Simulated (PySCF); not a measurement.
Field gradients at the hydrogen positions

Species: C4H4F4.
Geometry (GFN2-xTB, Å), atoms numbered from 1 in this order:
```xyz
12
C4H4F4 angstrom
F      2.586    0.311    1.084
C      1.275   -0.019    0.882
C      0.816    0.510   -0.437
C     -0.404    0.339   -0.921
F     -0.753    0.844   -2.121
C     -1.531   -0.402   -0.249
F     -1.812    0.139    0.963
F     -1.184   -1.690    0.000
H      0.703    0.414    1.712
H      1.208   -1.113    0.926
H      1.546    1.064   -1.009
H     -2.449   -0.398   -0.855
```

Level: PBE0/pcSseg-1 (PySCF, non-relativistic); Q(2H) = 0.00286 b; rigid geometry, the same for H and D, with no vibrational averaging.

**Question.** Rank these positions by the coupling χzz of a deuteron there, largest first.
A. H12 (methine hydrogen)
B. H11 (vinylic hydrogen)
C. H9 (methylene hydrogen)

**Answer.** B (218 kHz), C (189 kHz), A (179 kHz).

**Question.** What are Vzz, η and χzz (234.96 MHz × Q × Vzz) at all hydrogens?

**Answer.** 
```
atom  bonded to  bond length (Å)  Vzz (au)     η  χzz (kHz)
  H9         C2            1.097    0.2807  0.08        189
 H10         C2            1.097    0.2809  0.08        189
 H11         C3            1.080    0.3249  0.06        218
 H12         C6            1.100    0.2659  0.02        179
```

Geometry: GFN2-xTB, one conformer, isolated molecule. GFN2-xTB bond lengths can be off by several hundredths of an ångström, more for odd bonds, and the gradients follow them. The small basis limits the accuracy of the gradients.
